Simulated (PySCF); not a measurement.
## Working with the constants of Br₂

RHF-CCSD(T) constants of Br₂, ¹Σg⁺ (singlet), closed shell (Br def2-TZVPPD; no relativity (PySCF 2.14); masses 78.9183 and 78.9183 u):

```
ωe              : 321.6 cm⁻¹
ωexe            : 1.05 cm⁻¹
Be              : 0.08091 cm⁻¹
αe              : 0.000318 cm⁻¹
D (centrifugal) : 2.05e-08 cm⁻¹
De to Br + Br   : 2.09 eV
```

Problem. Give the vibrational terms G(v) and spacings up to v = 6.

Solution. G(v) = ωe(v+½) − ωexe(v+½)².

```
v  G(v) (cm⁻¹)  G(v) − G(v−1)  Bv (cm⁻¹)
0        160.5                   0.08075
1        480.0          319.5    0.08043
2        797.4          317.4    0.08011
3       1112.7          315.3    0.07980
4       1425.9          313.2    0.07948
5       1737.0          311.1    0.07916
6       2046.0          309.0    0.07884
```

Problem. How well does the Morse estimate ωe²/(4ωexe) reproduce De, and what is D0?

Solution. It gives 3.05 eV, 146 % of the computed De. D0 = De − G(0) = 2.09 − 0.02 = 2.07 eV.

Measured values (Huber and Herzberg, Constants of Diatomic Molecules (1979)): ωe = 325.321 cm⁻¹, ωexe = 1.0774 cm⁻¹, Be = 0.082107 cm⁻¹, αe = 0.0003187 cm⁻¹.

Correlated steps freeze 18 core orbitals. Where the molecule has an RHF reference, its open-shell atoms are computed with UHF.
